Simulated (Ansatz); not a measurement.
`O[SiH2]N[SiH2][SiH3]` → `O[SiH]([SiH3])N[SiH3]`  (isomerisation)

Gas-phase electronic energies from Ansatz, PBE0-D4/def2-TZVP geometries. CCSD(T)/CBS is the MP2 limit (def2-TZVPP, def2-QZVPP) plus CCSD(T) − MP2 in def2-TZVPP, frozen cores. DFT in def2-TZVPP. One conformer a species, not always the lowest.

`O[SiH2]N[SiH2][SiH3]`:

Z-matrix (Å, degrees):
```
Si
N 1 1.717
O 1 1.644 2 114.8
H 1 1.479 2 110.5 3 -116.5
H 1 1.487 2 105.2 3 122.1
Si 2 1.733 1 129.1 3 -104.1
H 2 1.012 1 115.6 3 72.2
H 3 0.958 1 117.7 2 61.8
Si 6 2.343 2 111.3 1 3.9
H 6 1.492 2 110.4 1 123.9
H 6 1.492 2 111.6 1 -118.2
H 9 1.486 6 112.8 2 -70.0
H 9 1.490 6 107.4 2 170.5
H 9 1.489 6 111.0 2 52.4
```

`O[SiH]([SiH3])N[SiH3]`:

```xyz
14

O     1.206    0.409    2.150
Si    1.137   -0.010    0.553
Si   -0.099   -1.992    0.290
N     0.486    1.219   -0.466
Si   -1.068    1.325   -1.209
H     0.375    0.547    2.606
H     2.567   -0.201    0.207
H    -0.396   -2.289   -1.138
H    -1.387   -1.926    1.038
H     0.696   -3.119    0.851
H     1.104    2.005   -0.629
H    -1.752    2.600   -0.858
H    -1.872    0.184   -0.701
H    -0.998    1.248   -2.693
```

```
             level  ΔE (eV)
            B2PLYP     0.07
    MP2/def2-TZVPP     0.08
CCSD(T)/def2-TZVPP     0.08
    MP2/def2-QZVPP     0.08
```

(1) What does CCSD(T)/CBS give? (Estimate.)

Largest T1 diagnostic among the species: 0.012.

Results:

(1) The calculation gave: +0.08 eV. The listed levels differ from it by -0.01, 0.00, 0.00, 0.00 eV.
